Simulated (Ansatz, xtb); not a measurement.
Species: Si₂H₄, net charge 1, doublet state. 
Geometry from a B3LYP-D3(BJ)/def2-TZVP (Ansatz, a first-principles code) optimisation:
```
Si
H 1 1.4679
H 1 1.4778 2 116.20
H 1 1.4778 2 116.20 3 139.97
Si 1 2.4202 2 107.16 3 -110.02
H 5 1.4941 1 118.22 2 180.00
```
Charge +1, spin multiplicity 2.

Harmonic wavenumbers from GFN2-xTB (xtb, at its own minimum), cm⁻¹: 160, 294, 360, 397, 471, 707, 716, 755, 2187, 2221, 2234, 2245.

**Question.** Give the harmonic wavenumbers at B3LYP-D3(BJ)/def2-TZVP (Ansatz, finite differences of forces, unscaled).

**Answer.** 103, 319, 322, 383, 623, 798, 901, 923, 2176, 2233, 2262, 2319 cm⁻¹. Zero-point energy 19.1 kcal/mol.

**Question.** From these and the geometry, give the ideal-gas thermochemistry at 298.15 K and 1 atm (rigid rotor, harmonic oscillator).

**Answer.** Point group Cs, rotational symmetry number 1. Rotational constants 63.99, 5.263, 5.175 GHz. S(trans) 38.21, S(rot) 22.74, S(vib) 7.93, S(elec, spin only) 1.38, S 70.3 cal/(mol K). H(298) - H(0) 3.74 kcal/mol; G - E(el) 1.9 kcal/mol.
